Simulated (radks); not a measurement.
The nuclear charge of the nickel ion Ni+ is varied continuously with 27 electrons held in [Ar] 3d9. Calculated with a radial shooting solver on a logarithmic mesh with Libxc functionals: Dirac Kohn-Sham, PBE, spin-unpolarised, spherical densities, point nucleus; open shells are shared between the two j in proportion to 2j + 1. By the Hellmann-Feynman theorem dE/dZ = E(electron-nucleus)/Z, the electronic potential at the nucleus.

Z     E (hartree)  E(electron-nucleus)/Z (hartree)   HOMO  e(HOMO) (eV)  <r> HOMO (bohr)
27.6  -1468.72035                         -127.802  3d5/2        -7.666            1.164
27.8  -1494.40721                         -129.067  3d5/2       -10.157            1.117
28    -1520.34676                         -130.328  3d5/2       -12.875            1.077
28.2  -1546.53844                         -131.588  3d5/2       -15.809            1.040
28.4  -1572.98178                         -132.845  3d5/2       -18.948            1.007
28.6  -1599.67640                         -134.101  3d5/2       -22.282           0.9774
28.8  -1626.62198                         -135.355  3d5/2       -25.803           0.9501
29    -1653.81824                         -136.608  3d5/2       -29.506           0.9248

The central difference of E at Z = 28 is -130.328 hartree, to compare with the third column; the second derivative is -6.3 hartree.
